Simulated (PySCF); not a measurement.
## Adding and removing an electron: KP

PBE0; basis K aug-pcseg-1, P aug-pcseg-1; no relativity; PySCF 2.14. Neutral (UKS): triplet (π ↑↑), Re = 3.027 Å, ωe = 214 cm⁻¹, De = 1.38 eV, HOMO -3.78 eV, LUMO -1.44 eV.

KP⁺ (UKS): quartet (σ ↑, π ↑↑), Re = 3.565 Å, ωe = 76.7 cm⁻¹, De = 0.14 eV to K⁺ + P. The energies at the minima are -940.83574 hartree for KP and -940.63008 for KP⁺.

Q: Work out the adiabatic ionisation energy, without and with harmonic zero-point energies (1 hartree = 27.2114 eV, 1 eV = 8065.5 cm⁻¹), and the change of the bond length.

A: At PBE0: 0.20566 hartree = 5.596 eV between the minima; the zero-point term (76.7 − 214.0)/2 cm⁻¹ = -0.009 eV makes it 5.588 eV. Re changes by +53.8 pm against the neutral. The electron leaves a σ orbital, and the ion is left as a loose complex of an ion and an atom.

Weak bonds: KP⁺. Basis-set superposition, not corrected here, can be much of De in a small basis, most of all at correlated wavefunction levels. For an ion De counts to the pair picked by the measured ionisation energies or electron affinities, which need not be the lowest pair at this level. States were picked by a PBE0 search and need not be the measured ground states.
